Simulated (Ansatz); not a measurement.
```xyz
10

C    -0.0093   -0.0034    0.0014
C     1.4112   -0.0043   -0.0084
C    -0.7070    1.2203   -0.0089
C    -0.7070   -1.2331   -0.0056
H     1.9844   -0.9303   -0.0015
H     1.9697    0.9435    0.0004
H    -1.8084    1.2402   -0.0011
H    -0.1690    2.1840   -0.0034
H    -1.7913   -1.2480   -0.0044
H    -0.1868   -2.1776    0.0027
```

Basis set: STO-3G (spherical functions). Correlated methods keep 4 orbitals frozen. Charge 0, multiplicity 3.

Computed with Ansatz (development build ahead of 0.2.0); each method stands on the lowest determinant of its kind that the runs found.

The atomization energy at this shape (free ground-state atoms in the same class of orbitals less the molecule, no zero-point energy) of triplet C4H6:

```
 method  atomization energy
UHF-MP2            42.17 eV
```

Q: What does UHF give?

A: 38.87 eV. Caution: the unrestricted determinant is spin contaminated.

This basis has no polarisation functions and is too small for such energies, which can lie far from measured ones in either direction.
